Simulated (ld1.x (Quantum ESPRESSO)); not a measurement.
# Varying the RRKJ potential for Fe (Z = 26)

Base potential:

Fe (Z = 26), norm-conserving RRKJ (Kleinman–Bylander form), made with ld1.x (Quantum ESPRESSO) 7.5 (PBE, scalar-relativistic). Core [Ne], reference 3s2 3p6 3d6 4s1.75 4p0.25. Waves: 3s (bound): rc 0.95 bohr; 3p (bound): rc 1.00 bohr; 3d (bound): rc 1.85 bohr. Local part: all-electron potential smoothed inside 1.20 bohr (lloc = -2). Core correction: a·sin(br)/r model core inside 0.60 bohr. rho0 = 0.02.

Occupied shells without a wave of their own: 4p, 4s. They enter only through the test configuration that unscreens the potential, and ld1.x also counts them in the model core charge.

All-electron outer shells of the reference configuration (PBE, scalar-relativistic, ld1.x):

```tsv
shell	level (eV)	outermost node (bohr)	outermost maximum (bohr)
2s	-820.17	0.08	0.22
2p	-698.90	–	0.18
3s	-94.48	0.33	0.70
3p	-60.51	0.30	0.72
3d	-7.96	–	0.71
4s	-5.59	1.00	2.41
4p	-1.55	1.10	3.29
```

Cutoffs, loose and tight: the cutoffs (Ry, on a coarse ladder) from which the occupation-weighted sum of valence levels, in a spherical-Bessel basis at the reference potential, stays within 10 and 1 mRy of its value at 400 Ry. They do not see the model core or the augmentation charge, which bear on the density cutoff. Test errors are all-electron minus pseudo excitation energies from the reference, over the configurations 3s2 3p6 3d6 4s2 4p0; 3s2 3p6 3d6 4s1 4p0; 3s2 3p6 3d6 4s0 4p0; 3s2 3p6 3d6 4s0 4p2; 3s2 3p5 3d6 4s2 4p0; 3s1 3p6 3d6 4s2 4p0; 3s2 3p6 3d6 4s0 4p1. A dash means not determined; rows that change the core or the reference have their own tests.

With those shells counted twice in exchange and correlation these files are broken, and their errors move erratically; no question is asked of them.

| change | outcome | cutoff, loose | cutoff, tight | bound ghosts | largest test error (meV) |
| --- | --- | --- | --- | --- | --- |
| base | generated, misses its reference levels by 0.77 eV | 140 Ry | 230 Ry | none | -2888 |
| wave 3p (bound): rc 1.00 bohr becomes 3p (bound): rc 0.66 bohr | generated, misses its reference levels by 0.77 eV | 200 Ry | over 300 Ry | none | -2888 |
| wave 3p (bound): rc 1.00 bohr becomes 3p (bound): rc 0.72 bohr | generated, misses its reference levels by 0.77 eV | 230 Ry | 300 Ry | none | -2886 |
| wave 3p (bound): rc 1.00 bohr becomes 3p (bound): rc 0.84 bohr | generated, misses its reference levels by 0.77 eV | 200 Ry | 300 Ry | none | -2886 |
| wave 3p (bound): rc 1.00 bohr becomes 3p (bound): rc 0.92 bohr | generated, misses its reference levels by 0.77 eV | 160 Ry | 260 Ry | none | -2887 |
| wave 3p (bound): rc 1.00 bohr becomes 3p (bound): rc 1.02 bohr | generated, misses its reference levels by 0.77 eV | 140 Ry | 230 Ry | none | -2889 |
| wave 3p (bound): rc 1.00 bohr becomes 3p (bound): rc 1.12 bohr | generated, misses its reference levels by 0.77 eV | 110 Ry | 200 Ry | none | -2890 |
| wave 3p (bound): rc 1.00 bohr becomes 3p (bound): rc 1.24 bohr | generated, misses its reference levels by 0.77 eV | 110 Ry | 200 Ry | none | -2890 |
| wave 3p (bound): rc 1.00 bohr becomes 3p (bound): rc 1.34 bohr | generated, misses its reference levels by 0.77 eV | 110 Ry | 200 Ry | none | -2887 |
| wave 3p (bound): rc 1.00 bohr becomes 3p (bound): rc 1.40 bohr | generated, misses its reference levels by 0.77 eV | 110 Ry | 200 Ry | none | -2884 |
| wave 3p (bound): rc 1.00 bohr becomes 3p (bound): rc 1.52 bohr | generated, misses its reference levels by 0.77 eV | 110 Ry | 200 Ry | none | -2874 |

Reading the sweep of the p radius (base included, trends over the rows without a ghost): The loose cutoff falls from 200 Ry at 0.66 to 110 Ry at 1.52 bohr, with one reversal. A larger radius leaves more room for a smooth pseudo-wave, so fewer plane waves are needed; a smaller one forces it to follow the all-electron wave where it bends sharply. The median size of the test errors (rows with all tests solved) stays near 884.0 meV.
